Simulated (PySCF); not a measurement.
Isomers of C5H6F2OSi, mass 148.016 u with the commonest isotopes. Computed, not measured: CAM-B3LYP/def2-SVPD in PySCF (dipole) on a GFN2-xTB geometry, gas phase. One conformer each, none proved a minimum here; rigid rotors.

Question: Order these by radius of gyration √(Σ m r²/M), smallest first.
A. `[F:1][CH2:2][C:3]1=[CH:4][Si@@H:5]([F:6])[CH:7]=[CH:8][O:9]1` with F1–C2–C3–C4 3°
B. `[CH:1]#[C:2]/[CH:3]=[CH:4]/[CH2:5][O:6][SiH:7]([F:8])[F:9]` with C3–C4–C5–O6 133°, C4–C5–O6–Si7 168°, C5–O6–Si7–F8 -59°
C. `[F:1][CH:2]([F:3])[O:4][C:5]1=[CH:6][SiH2:7][CH:8]=[CH:9]1` with F1–C2–O4–C5 -166°, C2–O4–C5–C6 -9°
D. `C=C1OC=C([SiH3])C1(F)F`

Answer: D (2.038 Å), A (2.238 Å), C (2.354 Å), B (2.892 Å).

Question: Order these by out-of-plane moment Σ m c² = (Ia + Ib − Ic)/2, smallest first.
A. `[CH:1]#[C:2]/[CH:3]=[CH:4]/[CH2:5][O:6][SiH:7]([F:8])[F:9]` with C3–C4–C5–O6 133°, C4–C5–O6–Si7 168°, C5–O6–Si7–F8 -59°
B. `[F:1][CH2:2][C:3]1=[CH:4][Si@@H:5]([F:6])[CH:7]=[CH:8][O:9]1` with F1–C2–C3–C4 3°
C. `C=C1OC=C([SiH3])C1(F)F`

Answer: B (20.93 u·Å²), A (29.54 u·Å²), C (47.07 u·Å²).

Question: Order these by rotational constant C, smallest first.
A. `C=C1OC=C([SiH3])C1(F)F`
B. `[F:1][CH2:2][C:3]1=[CH:4][Si@@H:5]([F:6])[CH:7]=[CH:8][O:9]1` with F1–C2–C3–C4 3°
C. `[CH:1]#[C:2]/[CH:3]=[CH:4]/[CH2:5][O:6][SiH:7]([F:8])[F:9]` with C3–C4–C5–O6 133°, C4–C5–O6–Si7 168°, C5–O6–Si7–F8 -59°
D. `[F:1][CH:2]([F:3])[O:4][C:5]1=[CH:6][SiH2:7][CH:8]=[CH:9]1` with F1–C2–O4–C5 -166°, C2–O4–C5–C6 -9°

Answer: C (418.4 MHz), D (632.2 MHz), B (701.7 MHz), A (889.9 MHz).

| SMILES | point group | Ia (u·Å²) | Ib (u·Å²) | Ic (u·Å²) | κ | μa (D) | μb (D) | μc (D) |
| --- | --- | --- | --- | --- | --- | --- | --- | --- |
| FCC1=C[Si@@H](F)C=CO1 | C1 | 222.39 | 539.66 | 720.20 | -0.70 | 0.75 | 2.68 | 0.69 |
| FC(F)OC1=C[SiH2]C=C1 | C1 | 139.24 | 702.19 | 799.43 | -0.94 | 2.56 | 0.28 | 1.13 |
| C#C/C=C/CO[SiH](F)F | C1 | 111.71 | 1155.40 | 1208.02 | -0.99 | 1.42 | 1.73 | 1.66 |
| C=C1OC=C([SiH3])C1(F)F | Cs | 214.98 | 447.05 | 567.88 | -0.67 | 0.10 | 1.88 | 0.02 |
